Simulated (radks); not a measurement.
Question: All-electron atom: Co4+ in [Ne] 3s2 3p5.75 3d5.25 (fractional occupations, a model configuration). Method: scalar-relativistic Kohn-Sham, PBE, spin-unpolarised, spherical densities, finite nucleus; Fermi nuclear charge, rms radius 3.7875 fm; computed with a radial shooting solver on a logarithmic mesh with Libxc functionals. Some entries of the table are withheld. Estimate them.

orbital,occ.,eigenvalue (hartree),<1/r> (bohr^-1),r(max) (bohr)
1s,2,-281.3830,27.03,0.03678
2s,2,-35.38149,5.815,0.2131
2p,6,-30.63953,5.706,0.1720
3s,2,(1),1.865,0.6643
3p,5.75,-4.61514,1.734,0.6714
3d,5.25,(2),(3),0.6398
4s,0,-1.66568,0.6621,1.834
4p,0,-1.34236,0.5894,2.040

Answer: 
(1) 3s eigenvalue (hartree): -5.98500
(2) 3d eigenvalue (hartree): -2.43044
(3) 3d <1/r> (bohr^-1): 1.453
